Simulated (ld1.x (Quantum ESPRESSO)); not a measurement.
**What the settings do to the RRKJ potential of silicon (Si)**

Base potential:

```
Element                 : silicon
Generator               : ld1.x (Quantum ESPRESSO) 7.5
Type                    : norm-conserving RRKJ (Kleinman–Bylander form)
Functional              : BP86
Relativity              : scalar-relativistic
Frozen core             : [Ne]
Valence charge          : 4
Reference configuration : 3s2 3p0 (charge +2)
Partial waves           : 3p (bound, empty): rc 2.00 bohr; 3d channel at -0.05 Ry: rc 1.75 bohr; 3s (bound): rc 1.85 bohr
Local potential         : the s channel
Core correction         : Bessel-smoothed model core inside 1.10 bohr
rho0                    : 0.02
```

All-electron outer shells of the reference configuration (BP86, scalar-relativistic, ld1.x):

| shell | level (eV) | outermost node (bohr) | outermost maximum (bohr) |
| --- | --- | --- | --- |
| 3s | -28.68 | 0.71 | 1.69 |
| 3p | -20.62 | 0.71 | 1.91 |

Cutoffs, loose and tight: the cutoffs (Ry, on a coarse ladder) from which the occupation-weighted sum of valence levels, in a spherical-Bessel basis at the reference potential, stays within 10 and 1 mRy of its value at 400 Ry. They do not see the model core or the augmentation charge, which bear on the density cutoff. Test errors are all-electron minus pseudo excitation energies from the reference, over the configurations 3s2 3p2; 3s2 3p1; 3s1 3p0; 3s2 3p2.3; 3s1 3p2; 3s2 3p1.5; 3s1 3p3. A dash means not determined; rows that change the core or the reference have their own tests.

```tsv
change	outcome	cutoff, loose	cutoff, tight	bound ghosts	largest test error (meV)
base	generated	15 Ry	40 Ry	none	+36
wave 3s (bound): rc 1.85 bohr becomes 3s (bound): rc 1.40 bohr	generated	35 Ry	70 Ry	none	+36
wave 3s (bound): rc 1.85 bohr becomes 3s (bound): rc 1.52 bohr	generated	25 Ry	40 Ry	none	+34
wave 3s (bound): rc 1.85 bohr becomes 3s (bound): rc 1.70 bohr	generated	18 Ry	40 Ry	none	+34
wave 3s (bound): rc 1.85 bohr becomes 3s (bound): rc 1.86 bohr	generated	15 Ry	40 Ry	none	+36
wave 3s (bound): rc 1.85 bohr becomes 3s (bound): rc 2.12 bohr	generated	12 Ry	35 Ry	none	+52
wave 3s (bound): rc 1.85 bohr becomes 3s (bound): rc 2.26 bohr	generated	12 Ry	30 Ry	none	+62
wave 3s (bound): rc 1.85 bohr becomes 3s (bound): rc 2.42 bohr	generated	10 Ry	25 Ry	none	+84
```

Question: What comes out with this change to the base: wave 3s (bound): rc 1.85 bohr becomes 3s (bound): rc 1.20 bohr?

Answer: outcome: generated; cutoff, loose: 50 Ry; cutoff, tight: 160 Ry; bound ghosts: none; largest test error (meV): +44.

Question: What comes out with this change to the base: wave 3s (bound): rc 1.85 bohr becomes 3s (bound): rc 2.60 bohr?

Answer: outcome: generated; cutoff, loose: 10 Ry; cutoff, tight: 21 Ry; bound ghosts: none; largest test error (meV): +115.

Question: What comes out with this change to the base: wave 3s (bound): rc 1.85 bohr becomes 3s (bound): rc 2.82 bohr?

Answer: outcome: generated; cutoff, loose: 8 Ry; cutoff, tight: 18 Ry; bound ghosts: none; largest test error (meV): +155.

Reading the sweep of the s radius (base included, trends over the rows without a ghost): The loose cutoff falls from 50 Ry at 1.2 to 8 Ry at 2.82 bohr. A larger radius leaves more room for a smooth pseudo-wave, so fewer plane waves are needed; a smaller one forces it to follow the all-electron wave where it bends sharply. The median size of the test errors (rows with all tests solved) rises from 18.2 meV at 1.2 to 92.7 meV at 2.82 bohr. More of the atom is replaced by a form fitted at one configuration, so other configurations suffer as the radius grows.
